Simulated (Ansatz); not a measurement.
Basis sets compared for Sr3S4. Charge 0, multiplicity 1. Geometry PBE-D4/def2-SVP. Ansatz on 4 threads of INTEL XEON PLATINUM 8581C on a shared host; times are rough, and most runs start from earlier orbitals.

Cartesian coordinates in Å:
```
Sr 1.620 -0.080 -1.627
Sr -2.840 -0.165 -1.157
Sr 0.013 0.174 2.296
S 2.290 -0.968 1.004
S 2.224 1.238 0.834
S -0.760 -0.238 -2.853
S -2.546 0.040 1.504
```

In the def2 sets Sr takes a core potential; there is no spin–orbit coupling. Another isomer (singlet) lies 0.34 eV lower at PBE0-D4/def2-TZVP; other spin states weren't run for this one.

Binding counts from free atoms (Sr singlet, S triplet) in the same basis, without a counterpoise term.

| level | functions | energy (Eh) | HOMO (eV) | LUMO (eV) | binding per atom (eV) | wall time |
| --- | --- | --- | --- | --- | --- | --- |
| PBE-D4/def2-SVP | 141 | -1684.0803 | -4.38 | -2.02 | 3.33 | 1.6 s |
| PBE0-D4/def2-SVP | 141 | -1684.1947 | -5.35 | -1.44 | 3.27 | 3 s |

Question: Estimate the rows for PBE-D4/def2-TZVP (with forces), PBE0-D4/def2-TZVP.

Answer: 
```csv
level,functions,energy (Eh),HOMO (eV),LUMO (eV),binding per atom (eV),wall time
PBE-D4/def2-TZVP (with forces),247,-1684.6487,-4.38,-2.00,3.28,3.7 s
PBE0-D4/def2-TZVP,247,-1684.7557,-5.35,-1.41,3.22,6 s
```
